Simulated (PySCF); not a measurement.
Ionisation energy of Pd⁺ by level of theory

Pd⁺ [Kr] 4d9 (2D) → Pd²⁺ [Kr] 4d8 (3F), as a difference of total energies. Computed with PySCF 2.14 in def2-SVP with the def2 core potential (28 electrons), with scalar relativity through the core potential. Correlated levels: valence: 4s2 4p6 frozen. The calculations carry no spin-orbit coupling.

**Question.** Order these methods by the ionisation energy they give, lowest first.
A. UHF
B. MP2 (valence)
C. M06-L
D. LDA

**Answer.** A (17.497 eV), B (18.695 eV), C (19.148 eV), D (20.203 eV).

The reference lies between the lowest fine-structure levels, while these numbers refer to the centres of the terms.

Errors of the correlated levels include the incompleteness of this basis and the frozen core.

For comparison: 19.43 ± 0.12 eV (semi-empirical (NIST evaluation); NIST Atomic Spectra Database, ionization energies).
